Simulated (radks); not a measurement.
Spherical jellium clusters: N electrons in a uniform positive sphere of charge N and radius rs N^(1/3), rs = 5.17 bohr. Level of theory: non-relativistic Kohn-Sham, PBEsol, spin-polarised, spherical densities (a radial shooting solver with Libxc functionals). Levels are named by radial order and angular momentum (1s, 1p, 1d, 2s, ...), and open shells are averaged over m. Each electron was tried in the lowest free levels, single moves between levels near the top were tried too, and the lowest total energy was kept; such a search can miss a lower state. The series stops at N = 12: beyond it a trial failed or the search could not be trusted, so later rows were left out. Energies include the self-energy of the background; IP and EA are vertical (highest electron removed, lowest free level filled), at fixed background; spill-out counts the electrons outside the background radius R, and alpha is the static dipole polarisability from linear response (closed shells only). A dash means not computed or, for alpha, an open shell; in EA it means that no bound solution was reached, which is typical of self-interaction and does not show that the anion is unstable. Real open-shell clusters deform, which this model forbids.

N,open shells,2S,E/N (eV),E(N+1) + E(N-1) - 2E(N) (eV),IP (eV),EA (eV),-e(HOMO) (eV),spill-out (e)
1,"1s(up 1, down 0)",1,-1.404,-,-,-,2.557,0.29
2,none,0,-1.646,0.626,4.240,-,2.587,0.43
3,"1p(up 1, down 0)",1,-1.517,-0.486,3.321,-,1.936,0.67
4,"1p(up 2, down 0)",2,-1.575,-0.298,3.688,-,2.296,0.81
5,"1p(up 3, down 0)",3,-1.669,0.351,3.866,-,2.516,0.90
6,"1p(up 3, down 1)",2,-1.673,-0.306,3.416,-,2.240,1.02
7,"1p(up 3, down 2)",1,-1.720,-0.193,3.658,1.336,2.470,1.12
8,none,0,-1.779,0.742,3.792,-,2.622,1.20
9,"1d(up 1, down 0)",1,-1.743,-0.197,2.998,-,1.929,1.34
10,"1d(up 2, down 0)",2,-1.733,-0.158,3.168,1.093,2.109,1.45
11,"1d(up 3, down 0)",3,-1.740,-0.130,3.294,1.246,2.251,1.54
12,"1d(up 4, down 0)",4,-1.756,-,3.392,1.373,2.365,1.62

All shells are closed at N = 2, 8 (there: 1s2 1p6); the second difference of the energy has clear peaks (12 % above both neighbours; the first and last values, which can be the largest, are not judged, and half-filled shells can peak too) at N = 5, 8.
